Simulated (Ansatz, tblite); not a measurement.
Cost and result up the ladder for Sn₂Bi (3 atoms). The state is a doublet with charge 0. Geometry: r2SCAN-D4/def2-SVP.

```xyz
3

Bi    1.0243    0.6162   -1.0594
Sn   -0.9717    1.0740    0.8889
Sn   -0.0527   -1.6902    0.1706
```

Ansatz on 4 threads of Intel Xeon 6975P-C on a shared host; xTB runs through tblite on one thread. Times are rough, summed over both states, and most runs start from the orbitals of an earlier one. PBE0-D4/def2-TZVP serves as the yardstick here, not as an exact answer. The other state is a triplet.

In the def2 sets Bi, Sn take a core potential; there is no spin–orbit coupling. The xTB rows come from tblite. At PBE0-D4/def2-TZVP a singlet of charge 1 lies 0.24 eV below the triplet, each at its own geometry. The structure comes from a short search, and lower isomers may exist.

Raw xTB energies of ions are shifted by several eV, and xTB has no spin-polarisation term.

| level | functions | wall time | vertical IE (eV) | difference from PBE0-D4/def2-TZVP (eV) |
| --- | --- | --- | --- | --- |
| GFN1-xTB | 22 | 0.004 s | 11.45 | 4.15 |
| GFN2-xTB | 22 | 0.006 s | 11.44 | 4.14 |
| PBE-D4/def2-TZVP | 150 | 2.5 s | 7.25 | -0.05 |
| r2SCAN-D4/def2-TZVP | 150 | 5.4 s | 7.31 | 0.01 |
| PBE0-D4/def2-TZVP (with forces) | 150 | 5.4 s | 7.30 | 0.00 |
